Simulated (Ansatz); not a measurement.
Reaction (homolysis of the F–Ge bond): `[F][GeH2][F]` → F• + `[F][GeH2]`•

Calculated with Ansatz (gas phase, PBE0-D4/def2-TZVP geometries, no zero-point term in ΔE). CBS: MP2 limit from def2 TZ/QZ plus the TZ coupled-cluster correction, frozen cores. This one scheme is used for every species, atoms too. Functionals use def2-TZVPP. No spin–orbit coupling; open shells (•) take unrestricted orbitals. Spin–orbit coupling would lower the free atoms: a little for F. For Ge outer-core shells are correlated without core-valence functions, so the limit isn't a true one: a few kJ/mol of doubt a bond, and 10 to 20 or more in all where bonds break to atoms. Scalar relativity is left out up to krypton.

| level | ΔE (kJ/mol) |
| --- | --- |
| LDA (SPW92) | 640.5 |
| BLYP-D4 | 544.7 |
| r2SCAN-D4 | 546.7 |
| ωB97X-V | 559.1 |
| BLYP | 540.4 |
| r2SCAN | 546.2 |
| CAM-B3LYP | 551.8 |
| LC-ωPBE | 553.8 |

Problem. What does CCSD(T)/CBS give? (An estimate is asked.)

Solution. The calculation gave: +569.3 kJ/mol. The listed levels differ from it by 71.2, -24.6, -22.6, -10.2, -28.9, -23.1, -17.5, -15.5 kJ/mol.

Largest T1 diagnostic among the species: 0.014.

From PBE to PBE0 (25 % exact exchange), in def2-TZVPP and without D4, ΔE moves by −17.6 kJ/mol: exact exchange takes away binding that semilocal exchange gives to molecules. Leaving LDA and LC-ωPBE aside and taking each functional with its dispersion term where it has one, the values, not all of them listed here, spread over 41.0 kJ/mol, from BHLYP-D4 to ωB97X-V. LDA lies +85.6 kJ/mol from PBE without D4, its usual overbinding.

CCSD(T)/CBS has its own doubt, a few kJ/mol and more with outer-core shells, so smaller differences from it don't rank the levels.
